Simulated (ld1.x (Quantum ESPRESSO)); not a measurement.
# Before and after: RRKJ potential for hafnium

Hf, norm-conserving RRKJ (Kleinman–Bylander form), made with ld1.x (Quantum ESPRESSO) 7.5 (BP86, scalar-relativistic). Core [Xe] 4f14, reference 5d2 6s1.75 6p0.25. Waves: 6p (bound): rc 4.20 bohr; 5d (bound): rc 2.30 bohr; 6s (bound): rc 2.30 bohr. Local part: the s channel. Core correction: a·sin(br)/r model core, default radius (core density twice the valence density).

Change: all radii but the core radius scaled by about 0.75 (s 1.72, p 3.14, d 1.72 bohr).

Cutoffs: the cutoffs (Ry, on a coarse ladder) from which the occupation-weighted sum of valence levels, in a spherical-Bessel basis at the reference potential, stays within 10 and 1 mRy of its value at 400 Ry; they do not see the model core or the augmentation charge, which bear on the density cutoff. Errors are all-electron minus pseudo energies relative to the spin-unpolarised reference configuration.

How do hardness, ghosts and transferability respond?

The potential gets harder (21 Ry and 30 Ry → 55 Ry and 140 Ry); a bound ghost appears in p, s, which as a rule spoils a file; of the 7 tests that both files solve, the error grows in 3 and shrinks in 3 by more than 15 % and 0.3 meV (median size 11.8 → 5.9 meV). A smaller radius makes the pseudo-wave follow the all-electron one further in, where it bends more sharply, so more plane waves are needed.

```csv
quantity,base,changed
"cutoff, loose",21 Ry,55 Ry
"cutoff, tight",30 Ry,140 Ry
loose cutoff by channel (10 mRy a level),"p 6 Ry, d 18 Ry, s 10 Ry","p 6 Ry, d 21 Ry, s 35 Ry"
bound ghosts,none,"p, s (extra level of the local part)"
"error for 5d2 6s2 6p0, meV [ΔE -0.95 eV]",0.0,+1.3
"error for 5d2 6s1 6p0, meV [ΔE 7.20 eV]",-4.2,+17
"error for 5d2 6s0 6p0, meV [ΔE 21.56 eV]",-35,-0.4
"error for 5d2 6s1.5 6p0, meV [ΔE 2.39 eV]",-1.4,+0.1
"error for 5d2.5 6s1.5 6p0, meV [ΔE 0.31 eV]",-12,+24
"error for 5d3 6s1 6p0, meV [ΔE 1.66 eV]",-36,+34
"error for 5d2 6s0 6p1, meV [ΔE 11.93 eV]",-27,+5.9
```

 A true bound ghost makes a file unfit for plane-wave use even where its test errors are small: the radial tests pick states by their node count and pass the ghost by.
